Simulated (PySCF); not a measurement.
Does the answer move with the share of exact exchange?

C5H9Si (charge +1).
Geometry (PBE0-D3(BJ)/def2-SVP, Å), atoms numbered from 1 in this order:
```xyz
15
C5H9Si angstrom
C      3.032    0.978   -0.169
C      2.192    0.108   -0.150
C      1.156   -0.904   -0.129
Si    -0.558   -0.215   -0.267
C     -0.773    1.585   -0.460
C     -1.990   -1.347   -0.168
H      3.797    1.737   -0.182
H      1.186   -1.518    0.795
H      1.275   -1.645   -0.948
H     -1.767    1.865   -0.838
H      0.027    1.998   -1.097
H     -0.636    2.047    0.538
H     -2.654   -1.027    0.656
H     -2.590   -1.260   -1.092
H     -1.703   -2.397   -0.018
```

PySCF, pcSseg-1 basis, density fitting, gas phase, PBE0-D3(BJ)/def2-SVP geometry. One functional is left out:

```
functional  exact exchange (%)  HOMO energy (eV)  LUMO energy (eV)
     B97-D                   0            -10.60             -8.33
      BLYP                   0            -10.49             -8.31
      BP86                   0            -10.77             -8.53
       LDA                   0            -10.84             -8.60
      OPBE                   0            -10.63             -8.31
       PBE                   0            -10.67             -8.44
     B3LYP                  20            -11.60             -7.80
      PBE0                  25            -11.85             -7.59
  mPW1PW91                  25            -11.88             -7.62
 BHandHLYP                  50            -12.88             -6.64
```

Question: Predict the row of B97-2 (21 % exact exchange) by straight lines through the other rows, and check it.

Answer: 
| property | line | computed | computed − line | B3LYP (20 %), for comparison |
| --- | --- | --- | --- | --- |
| HOMO energy (eV) | -11.63 | -11.59 | +0.04 | -11.60 |
| LUMO energy (eV) | -7.71 | -7.61 | +0.10 | -7.80 |

Question: Which of these properties follows the share of exact exchange most closely, and which least?

Answer: Most closely the HOMO energy, least the LUMO energy; the correlations over the tabulated rows are HOMO energy -0.992, LUMO energy 0.987. The HOMO energy moves by -0.453 eV for every 10 %. Functionals with the same share still differ in their other parts: at 0 % BLYP and LDA differ by 0.35 eV in it.
